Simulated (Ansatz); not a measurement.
Consider the ligand exchange at the Si–S bond: `C=C[SiH2]S[SiH](Cl)Cl` + `O[SiH2]F` → `C=C[SiH2]O[SiH2]F` + `S[SiH](Cl)Cl`.

Program: Ansatz. Geometries: PBE0-D4/def2-TZVP. ΔE: electronic, gas phase. CCSD(T)/CBS adds triple-zeta CCSD(T) − MP2 to the extrapolated MP2 energy (def2 sets, frozen cores). This one scheme is used for every species. Functionals use def2-TZVPP. B3LYP here is the variant with VWN-RPA as its local correlation; programs differ in this. One conformer a species, not always the lowest.

```tsv
level	ΔE (kJ/mol)
B3LYP-D4	-36.9
B2PLYP	-45.7
MP2/def2-TZVPP	-30.6
CCSD(T)/def2-TZVPP	-39.0
```

(1) What does CCSD(T)/CBS give? (Best estimate.)

Largest T1 diagnostic among the species: 0.012.

## Answers

(1) The calculation gave: -36.0 kJ/mol. The listed levels differ from it by -0.9, -9.7, 5.4, -3.0 kJ/mol.

In def2-TZVPP, CCSD(T) changes the Hartree–Fock value by +31.0 kJ/mol (the triples alone add +6.6 kJ/mol) and MP2 by +39.4 kJ/mol. From PBE to PBE0 (25 % exact exchange), in def2-TZVPP and without D4, ΔE moves by −4.3 kJ/mol. The D4 term adds +15.3 kJ/mol with B3LYP and +9.0 kJ/mol with PBE0; it sums over pairs of atoms, weighted by their polarisabilities, and B3LYP, whose exchange is more repulsive, gets the larger term.
